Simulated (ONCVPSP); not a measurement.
What the settings do to the ONCV potential of platinum (Pt)

Base potential:

ONCVPSP 4.0.1 input, shortened (lines: element, Z, core and valence counts, functional; n l f; lmax; l rc ep ncon nbas qcut; lloc lpopt rc5 dvloc0; l nproj debl; icmod fcfact rcfact), LDA (Perdew-Zunger), scalar-relativistic:

```
  Pt 78.00    9    6        3      upf
    1    0    2.00
    2    0    2.00
    2    1    6.00
    3    0    2.00
    3    1    6.00
    3    2   10.00
    4    0    2.00
    4    1    6.00
    4    2   10.00
    4    3   14.00
    5    0    2.00
    5    1    6.00
    5    2    9.00
    6    0    0.75
    6    1    0.25
    3
    0    1.80    0.00    4    7    5.20
    1    1.65    0.00    4    8    7.00
    2    1.85    0.00    5    9    6.70
    3    1.00    0.00    3    8   18.70
    4    3    0.95    2.00
    0    2    0.70
    1    2    3.30
    2    2    1.80
    3    2    1.10
    3    2.25    1.50
```

In the f channel the program set the typed energies aside and used -2.611, 0.250 Ha.

All-electron outer shells of the reference configuration (LDA (Perdew-Zunger), scalar-relativistic, ld1.x):

```
shell  level (eV)  outermost node (bohr)  outermost maximum (bohr)
   4p     -519.82                   0.22                      0.41
   4d     -307.33                   0.20                      0.42
   5s     -102.75                   0.49                      0.87
   4f      -71.05                      –                      0.38
   5p      -56.84                   0.53                      0.98
   5d       -6.90                   0.57                      1.26
   6s       -6.38                   1.14                      2.35
   6p       -1.30                   1.36                      3.55
```

Cutoffs, loose and tight: the cutoffs (Ha) at which the residual kinetic energy of the hardest occupied pseudo-wave falls to 1 and 0.1 mHa per electron. They do not see the model core or the augmentation charge, which bear on the density cutoff. Test errors are all-electron minus pseudo excitation energies from the reference, over the configurations 4f14 5s2 5p6 5d9 6s1 6p0; 4f14 5s2 5p6 5d9 6s0 6p0; 4f14 5s2 5p6 5d8 6s0 6p0; 4f14 5s2 5p6 5d9.5 6s0.5 6p0. A dash means not determined; rows that change the core or the reference have their own tests. The largest error is taken over the tests solved by every variant that gives reliable tests at all: 4f14 5s2 5p6 5d9 6s0 6p0; 4f14 5s2 5p6 5d9 6s1 6p0; 4f14 5s2 5p6 5d9.5 6s0.5 6p0.

```tsv
change	outcome	cutoff, loose	cutoff, tight	bound ghosts	GHOST(+) flags above zero	largest test error (meV)
base	generated, projector energies reset by the program	145 Ha	157 Ha	none	s	-4.9
d: qcut 10.1	generated, projector energies reset by the program	145 Ha	157 Ha	none	s	-5.0
p: rc 1.5	generated, projector energies reset by the program	145 Ha	157 Ha	none	s	-5.0
s: ncon 3, nbas 6	generated, projector energies reset by the program	145 Ha	157 Ha	none	s	-4.7
functional PBE	generated, projector energies reset by the program	145 Ha	157 Ha	none	s	-5.2
core correction Teter function, fcfact 2.25, rcfact 1.12	generated, projector energies reset by the program	145 Ha	157 Ha	none	s	-4.9
```

Q: What comes out with this change to the base: f: qcut 22.6?

A: outcome: generated, projector energies reset by the program; cutoff, loose: 179 Ha; cutoff, tight: 198 Ha; bound ghosts: none; GHOST(+) flags above zero: s; largest test error (meV): -4.8.

Q: What comes out with this change to the base: s: qcut 6.4; p: qcut 8.6; d: qcut 8.3; f: qcut 23.1?

A: outcome: generated, projector energies reset by the program; cutoff, loose: 184 Ha; cutoff, tight: 203 Ha; bound ghosts: none; GHOST(+) flags above zero: s; largest test error (meV): -4.6.

Q: What comes out with this change to the base: all radii but the core radius scaled by about 1.05 (s 1.90, p 1.74, d 1.94, f 1.06 bohr); local potential polynomial inside 1.00 bohr (lpopt 3, dvloc0 2 Ha)?

A: outcome: generated, projector energies reset by the program; cutoff, loose: 139 Ha; cutoff, tight: 151 Ha; bound ghosts: none; GHOST(+) flags above zero: s; largest test error (meV): -5.1.
